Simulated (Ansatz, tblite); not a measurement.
Forces on the cluster Al₃O₃⁺ at its r2SCAN-D4/def2-SVP geometry. Charge 1, multiplicity 1.

The xTB rows come from tblite. The restricted singlet is unstable towards broken spin symmetry in Hartree–Fock (as tested in another run); at PBE-D4/def2-TZVP this wasn't settled. The structure comes from a short search, and lower isomers may exist.

GFN1-xTB (tblite), largest force 0.63 eV/Å:

```xyz
6
positions Å, forces eV/Å
Al    1.675   -0.447    0.002    0.612   -0.163    0.000
Al   -1.168   -1.016   -0.780   -0.426   -0.371   -0.285
Al   -0.507    1.463    0.778   -0.184    0.535    0.284
O     0.499   -1.441   -0.766   -0.141    0.405    0.215
O    -1.649    0.441   -0.002    0.464   -0.124    0.001
O     1.150    1.001    0.768   -0.324   -0.282   -0.215
```

GFN2-xTB (tblite), largest force 1.22 eV/Å:

```
Al -1.002 0.269 -0.001
Al 0.701 0.610 0.468
Al 0.305 -0.876 -0.467
O -0.357 1.025 0.545
O 1.173 -0.315 0.001
O -0.820 -0.713 -0.545
```

PBE-D4/def2-TZVP (Ansatz), largest force 0.17 eV/Å:

```
Al -0.156 0.043 0.000
Al 0.112 0.097 0.074
Al 0.049 -0.138 -0.074
O 0.036 -0.112 -0.060
O -0.128 0.033 0.000
O 0.087 0.078 0.060
```
